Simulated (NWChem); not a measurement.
Species: CH3Be cation; SMILES [Be+][CH3]

Program: NWChem. Pople sets run with spherical d functions. Structure relaxed at the PBE0/def2-SVP level. Vertical excitations in the gas phase; the lowest state need not have the same character in each row.

**Question.** Order these by “lowest excitation, singlet (eV)”, lowest first: LDA (Slater exchange, VWN5)/6-31+G*, TDA; BHandHLYP/6-31+G*, TDA; B3LYP/6-31+G*, TDA.

**Answer.** LDA (Slater exchange, VWN5)/6-31+G*, TDA (4.31), B3LYP/6-31+G*, TDA (4.48), BHandHLYP/6-31+G*, TDA (4.71)
